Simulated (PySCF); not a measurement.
# Shapes and spin states of W(OH)₃

Computed with PBE0/[W def2-TZVP with ECP60, O def2-TZVP, H def2-TZVP], scalar-relativistic core potentials, density fitting, no spin–orbit coupling, PySCF.

Relaxations began from a few typed shapes and spin states; open shells are unrestricted. The search is not exhaustive: other isomers or separated fragments can lie lower, and high-lying points may rest on an excited occupation.

```tsv
spin	group	bonds	angles	imaginary modes (cm⁻¹)	ΔE (kJ/mol)	ΔE with ZPE (kJ/mol)
quartet	C3v	O–H 0.962 Å (×3), W–O 1.907 Å (×3)	H–O–W 121.7° (×3), O–W–O 119.8° (×3)	none	0.0	0.0
quartet	Cs	O–H 0.963 Å (×3), W–O 1.908 Å (×3)	H–O–W 120.3°, H–O–W 120.9° (×2), O–W–O 119.9° (×2), O–W–O 120.2°	none	0.2	0.2
doublet	C1	O–H 0.955 Å, O–H 0.966 Å (×2), W–O 1.833 Å, W–O 1.866 Å, W–O 1.875 Å	H–O–W 116.1°, H–O–W 118.9°, H–O–W 146.6°, O–W–O 108.6°, O–W–O 118.4°	none	27.3	23.7
doublet	C1	O–H 0.956 Å, O–H 0.963 Å, O–H 0.966 Å, W–O 1.837 Å, W–O 1.866 Å, W–O 1.876 Å	H–O–W 116.6°, H–O–W 122.0°, H–O–W 143.7°, O–W–O 109.5°, O–W–O 116.8°	none	27.9	23.7
quartet	C3h	O–H 0.955 Å (×3), W–O 1.911 Å (×3)	H–O–W 132.8° (×3), O–W–O 120.0° (×3)	669i, 609i, 609i	78.4	–
```

The lowest minimum found is the quartet C3v: O–H 0.962 Å (×3), W–O 1.907 Å (×3); H–O–W 121.7° (×3), O–W–O 119.8° (×3).

For the lowest minimum: other spin states or occupations of the open shell can lie lower. With an element this heavy the missing spin–orbit coupling can shift these numbers.
